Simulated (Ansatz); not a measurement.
`[GeH3][SnH2]`, charge 0, multiplicity 2.

(1) Give a relaxed structure at PBE0-D4/def2-TZVP (Ansatz). (An estimate is asked.)

Results:

(1) Computed: 
Z-matrix (Å, degrees):
```
Ge
Sn 1 2.608
H 1 1.541 2 111.7
H 1 1.537 2 109.7 3 120.4
H 1 1.537 2 109.5 3 -120.3
H 2 1.719 1 111.5 3 -59.3
H 2 1.719 1 111.3 3 60.7
```
Point group Cs.
